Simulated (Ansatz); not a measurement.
`O[Si]Br` + silanol → `[SiH3]O[Si]Br` + H₂O at 600 K and 1 bar (ligand exchange at the Si–O bond).

Gas-phase electronic energies from Ansatz, PBE0-D4/def2-TZVP geometries. CCSD(T)/CBS adds triple-zeta CCSD(T) − MP2 to the extrapolated MP2 energy (def2 sets, frozen cores). This one scheme is used for every species. For Br outer-core shells are correlated without core-valence functions, which leaves a few kJ/mol of doubt a bond. Scalar relativity is left out up to krypton. Each species was taken in one conformer, which may not be the lowest.

| species | CCSD(T)/CBS energy (Eh) | H − E (kJ/mol) | S (J/(mol·K)) |
| --- | --- | --- | --- |
| `O[Si]Br` | -2938.23569 | 72.2 | 335.6 |
| `O[SiH3]` | -366.69042 | 135.7 | 307.9 |
| `[SiH3]O[Si]Br` | -3228.55316 | 132.9 | 425.8 |
| H₂O | -76.37941 | 76.8 | 212.8 |

H − E and S are ideal-gas, rigid-rotor, harmonic terms from PBE0-D4/def2-TZVP, for one conformer and one mirror image of each species. 1 Eh = 2625.50 kJ/mol, R = 8.31446 J/(mol·K).

Problem. By hand: ΔE, ΔH, ΔS and ΔG.

Solution. ΔE = (-3228.55316) + (-76.37941) − (-2938.23569) − (-366.69042) = -0.00646 Eh = -17.0 kJ/mol. Δ(H − E) = 132.9 + 76.8 − 72.2 − 135.7 = 1.8, so ΔH = -15.2 kJ/mol. ΔS = 425.8 + 212.8 − 335.6 − 307.9 = -4.9 J/(mol·K). ΔG = -15.2 − 600 × (-4.9)/1000 = -12.3 kJ/mol.

Problem. By hand: the equilibrium constant, and the temperature at which ΔG would vanish if ΔH and ΔS stayed fixed.

Solution. log₁₀ K = −ΔG/(RT ln 10) = 1.1. ΔG = 0 at ΔH/ΔS = 3102 K, far beyond where these terms or the molecules hold.

The number of gas molecules stays the same, so ΔS is small and ΔH decides. A doubt of 5 kJ/mol in ΔE shifts log₁₀ K by 0.4 here. Other conformers and mirror images would add mixing entropy, several J/(mol·K) or more a flexible species. These are equilibria of isolated gas molecules and say nothing of rates. Largest T1 diagnostic: 0.012 (customary marks: 0.02 for closed shells, 0.045 for open ones).
